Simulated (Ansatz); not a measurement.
Q: Name a neutral molecule of B, C, N, Si and H with LUMO energy (PBE/def2-TZVPP) between -1.15 and -0.85 eV and HOMO energy (PBE/def2-TZVPP) between -6.45 and -6.15 eV (Ansatz, PBE0-D4/def2-TZVP geometry).

A: `[SiH3]C1BN1` (-1.15 eV, -6.21 eV); `CNB(C)[SiH3]` (-1.00 eV, -6.33 eV); `BN(C)[SiH2]N` (-0.95 eV, -6.39 eV). Other molecules can fit too; these were computed, each in one conformer that needn't be the lowest.
